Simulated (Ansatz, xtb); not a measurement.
**Relative energy of two isomers of C2H7NOSi2**

We compare a, `C#C[Si@@H](O)N[SiH3]`, a singlet, with b, `C#C[SiH2]N[SiH2]O`, a singlet. Both are isolated molecules in the gas phase, relaxed with PBE0-D3(BJ)/def2-SVP; each stands in its lowest conformer found.

a (Å):

```yaml
atoms:
  - { symbol: C, position_ang: [-1.7810, -1.8000, 1.3629] }
  - { symbol: C, position_ang: [-1.3357, -1.3400, 0.3276] }
  - { symbol: N, position_ang: [-1.6904, -1.2489, -2.4867] }
  - { symbol: O, position_ang: [0.9427, -1.0947, -1.4069] }
  - { symbol: Si, position_ang: [-0.6500, -0.6564, -1.2378] }
  - { symbol: Si, position_ang: [-1.7512, -0.7396, -4.1529] }
  - { symbol: H, position_ang: [-2.1743, -2.2011, 2.2805] }
  - { symbol: H, position_ang: [-0.6069, 0.8227, -1.2207] }
  - { symbol: H, position_ang: [1.1336, -2.0374, -1.3871] }
  - { symbol: H, position_ang: [-2.3039, -2.0115, -2.2115] }
  - { symbol: H, position_ang: [-0.9177, 0.4934, -4.2580] }
  - { symbol: H, position_ang: [-1.2128, -1.7712, -5.0946] }
  - { symbol: H, position_ang: [-3.1549, -0.4406, -4.5732] }
```

b (Å):

```xyz
13

C    -0.7957    2.0548    0.9833
C    -0.5445    0.8651    1.0639
N     1.3282   -1.2547    0.2277
O     0.2546    0.0281   -1.9473
Si   -0.1236   -0.9362    1.1233
Si    1.5081   -0.9567   -1.4802
H    -1.0242    3.1050    0.9280
H     0.1059   -1.3102    2.5469
H    -1.2903   -1.6722    0.5651
H     2.1747   -1.3716    0.7766
H     1.3650   -2.1705   -2.3287
H     2.8687   -0.3695   -1.6870
H     0.0913    0.8082   -1.4029
```

Question: Estimate which is lower in electronic energy at CCSD(T)/def2-SVP + ΔMP2/def2-TZVPP, and by roughly how much.

Answer: The CCSD(T)/def2-SVP + ΔMP2/def2-TZVPP calculation puts structure a lower, by 0.047 eV.

Level by level:

```
                             level              geometry  E(b) − E(a) (eV)  departure from the last row (eV)  job, with rough time for the two
                          GFN2-xTB              GFN2-xTB              −0.110                            −0.157               optimisation, 1.9 s
                         HF/STO-3G              GFN2-xTB              +0.154                            +0.107               single point, 2.8 s
                r2SCAN-D4/def2-SVP              GFN2-xTB              +0.063                            +0.016                single point, 13 s
              PBE0-D3(BJ)/def2-SVP  PBE0-D3(BJ)/def2-SVP              +0.027                            −0.020             optimisation, 8.8 min
                       HF/def2-SVP  PBE0-D3(BJ)/def2-SVP              +0.076                            +0.029           part of the CCSD(T) run
                      MP2/def2-SVP  PBE0-D3(BJ)/def2-SVP              +0.045                            −0.003           part of the CCSD(T) run
                  CCSD(T)/def2-SVP  PBE0-D3(BJ)/def2-SVP              +0.050                            +0.003                      single point
CCSD(T)/def2-SVP + ΔMP2/def2-TZVPP  PBE0-D3(BJ)/def2-SVP              +0.047                                               single point, 2.1 min
```

As drawn, both hold the same kinds of bond in the same numbers.

GFN2-xTB puts the two in the other order. The largest departure from CCSD(T)/def2-SVP + ΔMP2/def2-TZVPP is that of GFN2-xTB, 0.157 eV. The last row adds to CCSD(T) the change of the MP2 difference between the two basis sets, here −0.003 eV.

With thermal terms from frequencies at re-optimised GFN2-xTB minima (ideal gas, soft modes damped towards free rotors, one conformer each, 298.15 K, 1 atm): on the last row, ΔE + ΔZPE = +0.050, ΔH = +0.042, ΔG = +0.066 eV.

The correlated steps freeze 14 core orbitals. Mirror images aren't counted in ΔG. Programs: Ansatz 0.2.0, xtb 6.7.1; the last row on 2 threads of Intel(R) Xeon(R) Processor @ 2.50GHz (Skylake/Cascade Lake) on a shared host.
